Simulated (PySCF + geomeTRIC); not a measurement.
These are CAM-B3LYP-D3(BJ)/def2-TZVP in PySCF + geomeTRIC values and carry that method's errors. fastk is a local helper that only speeds up exchange builds. No frequencies were computed at this level.

```python
import json, numpy as np
from pyscf import gto, dft
from fastk import lowrank_exchange
atoms = """
S     -0.337581     1.401568    -0.670038
B     -0.146764    -0.303750    -0.092730
S     -1.626313    -1.285435     0.210165
S      1.442709    -1.104586     0.203432
H      0.944264     1.739972    -0.762451
H     -2.518463    -0.356947    -0.117096
H      2.242143    -0.090825    -0.122216
"""
def scf(charge, spin, dm0=None):
    mol = gto.M(atom=atoms, basis='def2-tzvp', ecp={}, charge=charge, spin=spin, verbose=3, max_memory=5040)
    mf = dft.KS(mol, xc='cam-b3lyp').density_fit(auxbasis="def2-universal-jkfit")
    mf.disp = 'd3bj'
    mf.grids.level = 3
    mf.conv_tol = 1e-8
    mf.max_cycle = 60
    mf.kernel(dm0)
    if not mf.converged:
        mf = mf.newton().run(mf.mo_coeff, mf.mo_occ).undo_soscf()
    return mf
mf = scf(0, 0)
from pyscf.geomopt.geometric_solver import kernel as optimize
path = []
done, mol = optimize(mf, maxsteps=80, assert_convergence=False, callback=lambda env: path.append((env["energy"], bool(env["g_scanner"].converged))))
res = dict(converged=bool(done and path[-1][1]), energy=path[-1][0], path=[e for e, c in path], xyz=mol.atom_coords(unit="Angstrom").tolist(), nao=mol.nao)
json.dump(res, open("result.json", "w"))
```

Output:

```
converged SCF energy = -1221.37923491903
Geometry optimization cycle 1
converged SCF energy = -1221.37923491905
cycle 1: E = -1221.37923492  dE = -1221.38  norm(grad) = 0.0162158
Geometry optimization cycle 2
converged SCF energy = -1221.37948904448
cycle 2: E = -1221.37948904  dE = -0.000254125  norm(grad) = 0.0033003
Geometry optimization cycle 3
converged SCF energy = -1221.37952007378
cycle 3: E = -1221.37952007  dE = -3.10293e-05  norm(grad) = 0.00138871
Geometry optimization cycle 4
converged SCF energy = -1221.37952476792
cycle 4: E = -1221.37952477  dE = -4.69413e-06  norm(grad) = 0.000215538
Geometry optimization cycle 5
converged SCF energy = -1221.37952483176
cycle 5: E = -1221.37952483  dE = -6.38479e-08  norm(grad) = 0.000100372
<class 'geometric.internal.Distance'> : 6
<class 'geometric.internal.Angle'> : 5
<class 'geometric.internal.OutOfPlane'> : 1
<class 'geometric.internal.Dihedral'> : 6
<class 'geometric.internal.TranslationX'> : 1
<class 'geometric.internal.TranslationY'> : 1
<class 'geometric.internal.TranslationZ'> : 1
<class 'geometric.internal.RotationA'> : 1
<class 'geometric.internal.RotationB'> : 1
<class 'geometric.internal.RotationC'> : 1
Step    0 : Gradient = 6.129e-03/7.285e-03 (rms/max) Energy = -1221.3792349191
Step    1 : Displace = 7.824e-03/1.147e-02 (rms/max) Trust = 1.000e-01 (=) Grad = 1.247e-03/2.860e-03 (rms/max) E (change) = -1221.3794890445 (-2.541e-04) Quality = 1.092
Step    2 : Displace = 8.115e-03/1.417e-02 (rms/max) Trust = 1.414e-01 (+) Grad = 5.249e-04/1.021e-03 (rms/max) E (change) = -1221.3795200738 (-3.103e-05) Quality = 1.279
Step    3 : Displace = 3.583e-03/5.617e-03 (rms/max) Trust = 2.000e-01 (+) Grad = 8.147e-05/1.388e-04 (rms/max) E (change) = -1221.3795247679 (-4.694e-06) Quality = 0.986
Step    4 : Displace = 8.475e-04/1.223e-03 (rms/max) Trust = 2.828e-01 (+) Grad = 3.794e-05/5.970e-05 (rms/max) E (change) = -1221.3795248318 (-6.385e-08) Quality = 0.329
Converged! =D
```

Cost: about 70 core-seconds (a rough figure).
